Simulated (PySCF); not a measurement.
# Al⁻ (aluminium, charge -1) across methods

[Ne] 3s2 3p2, high-spin 3P determinant. Computed with PySCF 2.14 in aug-cc-pV(5+d)Z (8s7p6d4f3g2h, 136 functions), with no relativity, point nucleus.

| method | E (hartree) | mean ε 3s α (eV) | mean ε 3s β (eV) | mean ε 3p α (eV) | Σ⟨r²⟩ (bohr²) | ⟨S²⟩ |
| --- | --- | --- | --- | --- | --- | --- |
| BP86 | -242.4155 | -3.282 | -2.490 | 1.141 | 84.19 | 2.003 |
| r2SCAN | -242.3601 | -3.279 | -2.222 | 1.168 | 78.30 | 2.010 |
| UHF | -241.88126 | -6.848 | -4.489 | -0.611 | 73.96 | 2.018 |
| B97-3 | -242.3569 | -4.201 | -3.033 | 0.852 | 78.56 | 2.004 |
| PBE0 | -242.2754 | -4.128 | -2.945 | 0.772 | 77.11 | 2.006 |
| PBE | -242.2564 | -3.147 | -2.276 | 1.240 | 83.37 | 2.004 |
| wB97M-V | -242.3682 | -6.337 | -5.284 | -0.444 | 79.73 | 2.004 |

Estimate the same row for LDA.

E (hartree) = -241.3421; mean ε 3s α (eV) = -3.331; mean ε 3s β (eV) = -2.518; mean ε 3p α (eV) = 1.179; Σ⟨r²⟩ (bohr²) = 85.71; ⟨S²⟩ = 2.001.

The highest occupied level is positive at BP86, r2SCAN, B97-3, PBE0, PBE, LDA: only the finite basis holds that electron, which in a density functional comes from self-interaction.
